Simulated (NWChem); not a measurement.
System: Zn cation, doublet

Here is an NWChem input.

```
start job
memory heap 200 mb stack 900 mb global 1100 mb
charge 1
geometry units angstroms noautoz
  Zn     0.000000     0.000000     0.000000
end
basis spherical
  * library def2-tzvp
end
dft
  odft
  mult 2
  xc pbe0
  iterations 150
  mulliken
end
task dft gradient
```

NWChem printed, in part:

```
             Northwest Computational Chemistry Package (NWChem) 7.3.0
             --------------------------------------------------------

                             Geometry "geometry" -> ""
                             -------------------------

 Output coordinates in angstroms (scale by  1.889725989 to convert to a.u.)

  No.       Tag          Charge          X              Y              Z
 ---- ---------------- ---------- -------------- -------------- --------------
    1 Zn                  30.0000     0.00000000     0.00000000     0.00000000

 Effective nuclear repulsion energy (a.u.)       0.0000000000

                                 NWChem DFT Module
                                 -----------------

 Summary of "ao basis" -> "ao basis" (spherical)
 ------------------------------------------------------------------------------
       Tag                 Description            Shells   Functions and Types
 ---------------- ------------------------------  ------  ---------------------
 Zn                        def2-tzvp                16       48   6s5p4d1f

            General Information
            -------------------
          SCF calculation type: DFT
          Wavefunction type:  spin polarized.
          No. of atoms     :     1
          No. of electrons :    29
           Alpha electrons :    15
            Beta electrons :    14
          Charge           :     1
          Spin multiplicity:     2
          Use of symmetry is: off; symmetry adaption is: off
          Maximum number of iterations: 150
          AO basis - number of functions:    48
                     number of shells:    16
          Convergence on energy requested:  1.00D-06
          Convergence on density requested:  1.00D-05
          Convergence on gradient requested:  5.00D-04

              XC Information
              --------------
                         PBE0 Method XC Functional
                     Hartree-Fock (Exact) Exchange  0.250
          PerdewBurkeErnzerhof Exchange Functional  0.750
            Perdew 1991 LDA Correlation Functional  1.000 local
           PerdewBurkeErnz. Correlation Functional  1.000 non-local

             Grid Information
             ----------------
          Grid used for XC integration:  medium
          Radial quadrature: Mura-Knowles
          Angular quadrature: Lebedev.
          Tag              B.-S. Rad. Rad. Pts. Rad. Cut. Ang. Pts.
          ---              ---------- --------- --------- ---------
          Zn                  1.35      112           7.0       590
          Grid pruning is: on
          Number of quadrature shells:   112
          Spatial weights used:  Erf1

      Superposition of Atomic Density Guess
      -------------------------------------

 Sum of atomic energies:       -1777.80705985

 Renormalizing density from      30.00 to     29

      Non-variational initial energy
      ------------------------------

 Total energy =   -1741.301137
 1-e energy   =   -2401.176022
 2-e energy   =     659.874885
 HOMO         =      -0.725465
 LUMO         =      -0.253644

     ---------------------------------------------
      Total Density - Mulliken Population Analysis
     ---------------------------------------------

    Atom       Charge   Shell Charges
 -----------   ------   -------------------------------------------------------
    1 Zn  30    29.00   2.00  2.00  1.32  0.67  0.85  0.16  6.00  5.09  0.91  0.01 -0.00  6.53  2.94  0.53 -0.00  0.00

     --------------------------------------------
      Spin Density - Mulliken Population Analysis
     --------------------------------------------

    Atom       Charge   Shell Charges
 -----------   ------   -------------------------------------------------------
    1 Zn  30     1.00   0.00  0.00  0.03 -0.03  0.84  0.16  0.00  0.00  0.00  0.00  0.00  0.00  0.00  0.00  0.00  0.00

   convergence    iter        energy       DeltaE   RMS-Dens  Diis-err
 ---------------- ----- ----------------- --------- --------- ---------
 d= 0,ls=0.0,diis     1  -1777.7628704699 -1.78D+03  4.17D-02  8.77D+00
                                                     3.42D-02  8.62D+00
 d= 0,ls=0.5,diis     2  -1761.8984226068  1.59D+01  3.67D-02  6.15D+01
                                                     2.73D-02  8.96D+01
 d= 0,ls=0.5,diis     3  -1778.7551850977 -1.69D+01  2.85D-03  6.86D-02
                                                     2.25D-03  7.89D-02
 d= 0,ls=0.5,diis     4  -1778.7940710071 -3.89D-02  9.90D-04  4.38D-02
                                                     1.05D-03  6.08D-02
 d= 0,ls=0.5,diis     5  -1778.8063084162 -1.22D-02  5.11D-04  1.15D-02
                                                     5.78D-04  1.59D-02
  Resetting Diis
 d= 0,ls=0.5,diis     6  -1778.8096479783 -3.34D-03  2.26D-04  6.04D-04
                                                     2.20D-04  9.04D-04
 d= 0,ls=0.5,diis     7  -1778.8099908437 -3.43D-04  1.00D-04  3.28D-05
                                                     7.74D-05  4.72D-05
 d= 0,ls=0.5,diis     8  -1778.8100215393 -3.07D-05  4.67D-05  4.02D-05
                                                     3.33D-05  3.57D-05
 d= 0,ls=0.5,diis     9  -1778.8100300750 -8.54D-06  2.02D-05  1.79D-06
                                                     1.70D-05  1.31D-06
 d= 0,ls=0.5,diis    10  -1778.8100314488 -1.37D-06  9.77D-06  3.77D-07
                                                     8.95D-06  6.21D-07
 d= 0,ls=0.5,diis    11  -1778.8100317764 -3.28D-07  5.27D-06  4.29D-08
                                                     5.39D-06  9.40D-08

         Total DFT energy =    -1778.810031855953
      One electron energy =    -2472.473523364075
           Coulomb energy =      764.341904997310
    Exchange-Corr. energy =      -70.678413489189
 Nuclear repulsion energy =        0.000000000000

 Numeric. integr. density =       28.999999999864

                    DFT Final Alpha Molecular Orbital Analysis
                    ------------------------------------------

 Vector   13  Occ=1.000000D+00  E=-8.452038D-01
              MO Center=  2.2D-14, -2.6D-14, -1.5D-13, r^2= 3.0D-01
   Bfn.  Coefficient  Atom+Function         Bfn.  Coefficient  Atom+Function
  ----- ------------  ---------------      ----- ------------  ---------------
    23      0.622471  1 Zn d -1              28      0.382430  1 Zn d -1
    33      0.224220  1 Zn d -1              26     -0.088235  1 Zn d  2
    22     -0.062194  1 Zn d -2              31     -0.054210  1 Zn d  2
    27     -0.038211  1 Zn d -2              25     -0.034793  1 Zn d  1
    24     -0.033774  1 Zn d  0              36     -0.031784  1 Zn d  2

 Vector   14  Occ=1.000000D+00  E=-8.452037D-01
              MO Center= -6.4D-14,  7.2D-14, -3.3D-14, r^2= 3.0D-01
   Bfn.  Coefficient  Atom+Function         Bfn.  Coefficient  Atom+Function
  ----- ------------  ---------------      ----- ------------  ---------------
    25      0.387056  1 Zn d  1              22      0.375750  1 Zn d -2
    26     -0.331153  1 Zn d  2              30      0.237798  1 Zn d  1
    27      0.230854  1 Zn d -2              31     -0.203454  1 Zn d  2
    35      0.139422  1 Zn d  1              32      0.135354  1 Zn d -2
    36     -0.119289  1 Zn d  2

 Vector   15  Occ=1.000000D+00  E=-5.515584D-01
              MO Center= -9.3D-13, -1.2D-12, -3.8D-11, r^2= 1.9D+00
   Bfn.  Coefficient  Atom+Function         Bfn.  Coefficient  Atom+Function
  ----- ------------  ---------------      ----- ------------  ---------------
     5      0.957131  1 Zn s                  4     -0.281519  1 Zn s
     3     -0.242315  1 Zn s                  6      0.188509  1 Zn s
     2      0.103318  1 Zn s                  1     -0.032355  1 Zn s

 Vector   16  Occ=0.000000D+00  E=-2.704582D-01
              MO Center= -8.0D-13,  1.5D-14,  1.6D-12, r^2= 3.5D+00
   Bfn.  Coefficient  Atom+Function         Bfn.  Coefficient  Atom+Function
  ----- ------------  ---------------      ----- ------------  ---------------
    16      0.683054  1 Zn px                19      0.419377  1 Zn px
    10     -0.208917  1 Zn px                 7      0.074138  1 Zn px
    17      0.039348  1 Zn py                18     -0.032978  1 Zn pz

 Vector   17  Occ=0.000000D+00  E=-2.704581D-01
              MO Center=  8.9D-14, -4.0D-13,  1.6D-12, r^2= 3.5D+00
   Bfn.  Coefficient  Atom+Function         Bfn.  Coefficient  Atom+Function
  ----- ------------  ---------------      ----- ------------  ---------------
    17      0.683155  1 Zn py                20      0.419440  1 Zn py
    11     -0.208948  1 Zn py                 8      0.074148  1 Zn py
    16     -0.040751  1 Zn px                18     -0.028937  1 Zn pz
    19     -0.025020  1 Zn px

 Vector   18  Occ=0.000000D+00  E=-2.704491D-01
              MO Center=  1.9D-12,  1.9D-12,  4.1D-11, r^2= 3.5D+00
   Bfn.  Coefficient  Atom+Function         Bfn.  Coefficient  Atom+Function
  ----- ------------  ---------------      ----- ------------  ---------------
    18      0.683558  1 Zn pz                21      0.419714  1 Zn pz
    12     -0.209073  1 Zn pz                 9      0.074193  1 Zn pz
    16      0.031228  1 Zn px                17      0.030817  1 Zn py

                     DFT Final Beta Molecular Orbital Analysis
                     -----------------------------------------

 Vector   12  Occ=1.000000D+00  E=-8.396495D-01
              MO Center=  1.8D-13,  4.7D-14,  8.6D-13, r^2= 2.9D-01
   Bfn.  Coefficient  Atom+Function         Bfn.  Coefficient  Atom+Function
  ----- ------------  ---------------      ----- ------------  ---------------
    25      0.597255  1 Zn d  1              30      0.366759  1 Zn d  1
    35      0.204185  1 Zn d  1              23      0.199278  1 Zn d -1
    28      0.122371  1 Zn d -1              26     -0.092248  1 Zn d  2
    33      0.068128  1 Zn d -1              31     -0.056647  1 Zn d  2
    24     -0.041458  1 Zn d  0              36     -0.031537  1 Zn d  2

 Vector   13  Occ=1.000000D+00  E=-8.396483D-01
              MO Center= -1.2D-14,  4.3D-14,  5.0D-14, r^2= 2.9D-01
   Bfn.  Coefficient  Atom+Function         Bfn.  Coefficient  Atom+Function
  ----- ------------  ---------------      ----- ------------  ---------------
    22      0.526508  1 Zn d -2              26     -0.359731  1 Zn d  2
    27      0.323315  1 Zn d -2              31     -0.220901  1 Zn d  2
    32      0.179996  1 Zn d -2              36     -0.122980  1 Zn d  2
    25     -0.028931  1 Zn d  1

 Vector   14  Occ=1.000000D+00  E=-8.396463D-01
              MO Center= -5.7D-15, -1.5D-14,  5.0D-14, r^2= 2.9D-01
   Bfn.  Coefficient  Atom+Function         Bfn.  Coefficient  Atom+Function
  ----- ------------  ---------------      ----- ------------  ---------------
    26      0.519134  1 Zn d  2              22      0.359707  1 Zn d -2
    31      0.318787  1 Zn d  2              27      0.220886  1 Zn d -2
    36      0.177474  1 Zn d  2              32      0.122971  1 Zn d -2
    25      0.085835  1 Zn d  1              30      0.052709  1 Zn d  1
    23      0.035144  1 Zn d -1              35      0.029344  1 Zn d  1

 Vector   15  Occ=0.000000D+00  E=-4.277820D-01
              MO Center=  5.3D-13,  6.7D-13,  2.0D-11, r^2= 2.0D+00
   Bfn.  Coefficient  Atom+Function         Bfn.  Coefficient  Atom+Function
  ----- ------------  ---------------      ----- ------------  ---------------
     5      0.902124  1 Zn s                  4     -0.272059  1 Zn s
     6      0.244054  1 Zn s                  3     -0.237991  1 Zn s
     2      0.100876  1 Zn s                  1     -0.031700  1 Zn s

 Vector   16  Occ=0.000000D+00  E=-2.202598D-01
              MO Center= -2.8D-13, -1.5D-13, -4.0D-12, r^2= 3.7D+00
   Bfn.  Coefficient  Atom+Function         Bfn.  Coefficient  Atom+Function
  ----- ------------  ---------------      ----- ------------  ---------------
    18      0.646341  1 Zn pz                21      0.459660  1 Zn pz
    12     -0.202864  1 Zn pz                 9      0.071771  1 Zn pz
    16      0.025936  1 Zn px

 Vector   17  Occ=0.000000D+00  E=-2.202476D-01
              MO Center=  2.4D-13,  2.7D-13,  9.0D-12, r^2= 3.7D+00
   Bfn.  Coefficient  Atom+Function         Bfn.  Coefficient  Atom+Function
  ----- ------------  ---------------      ----- ------------  ---------------
    17      0.641933  1 Zn py                20      0.456520  1 Zn py
    11     -0.201478  1 Zn py                16     -0.080616  1 Zn px
     8      0.071281  1 Zn py                19     -0.057331  1 Zn px
    10      0.025302  1 Zn px

     ---------------------------------------------
      Total Density - Mulliken Population Analysis
     ---------------------------------------------

    Atom       Charge   Shell Charges
 -----------   ------   -------------------------------------------------------
    1 Zn  30    29.00   2.00  2.00  1.19  0.79  0.86  0.16  5.99  4.77  1.23  0.01 -0.00  5.47  3.28  1.21  0.04  0.00

     --------------------------------------------
      Spin Density - Mulliken Population Analysis
     --------------------------------------------

    Atom       Charge   Shell Charges
 -----------   ------   -------------------------------------------------------
    1 Zn  30     1.00   0.00  0.00  0.02 -0.03  0.85  0.16 -0.00 -0.00  0.00  0.00 -0.00 -0.04 -0.01  0.04  0.01 -0.00

     -------------------------------------------
      Total Density - Lowdin Population Analysis
     -------------------------------------------

    Atom       Charge   Shell Charges
 -----------   ------   -------------------------------------------------------
    1 Zn  30    29.00   2.00  2.00  1.11  0.86  0.70  0.34  5.93  4.28  1.73  0.06  0.00  5.20  3.52  1.18  0.10  0.00

     ------------------------------------------
      Spin Density - Lowdin Population Analysis
     ------------------------------------------

    Atom       Charge   Shell Charges
 -----------   ------   -------------------------------------------------------
    1 Zn  30     1.00   0.00  0.00  0.05  0.00  0.62  0.33 -0.00 -0.00  0.00  0.00  0.00 -0.04 -0.00  0.03  0.01 -0.00

   alpha - beta orbital overlaps
   -----------------------------

   alpha      1      2      3      4      5      6      7      8      9     10
    beta      1      2      3      4      5      6      9      8      7     10
 overlap   1.000  1.000  1.000  0.974  0.974  1.000  1.000  0.999  0.999  0.869

   alpha     11     12     13     14     15     16     17     18     19     20
    beta     14     12     11     13     15     18     17     16     19     22
 overlap   0.972  0.717  0.870  0.756  1.000  0.997  0.997  0.999  1.000  0.997

   alpha     21     22     23     24     25     26     27     28     29     30
    beta     21     20     26     27     25     24     23     31     32     30
 overlap   0.997  0.999  1.000  1.000  0.970  0.970  1.000  1.000  1.000  0.996

   alpha     31     32     33     34     35     36     37     38     39     40
    beta     29     28     35     34     33     36     41     40     39     38
 overlap   0.996  1.000  1.000  1.000  1.000  1.000  1.000  1.000  0.978  0.977

   alpha     41     42     43     44     45     46     47     48
    beta     37     43     42     45     44     46     47     48
 overlap   0.999  0.883  0.881  0.996  0.996  0.906  0.904  0.996

     --------------------------
     Expectation value of S2:
     --------------------------
      <S2> =      0.7508 (Exact =     0.7500)

[...]

                         DFT ENERGY GRADIENTS

    atom               coordinates                        gradient
                 x          y          z           x          y          z
   1 Zn      0.000000   0.000000   0.000000   -0.000000   0.000000   0.000000
```

Level: PBE0/def2-TZVP, spin-unrestricted. No stability test was run on the SCF state.
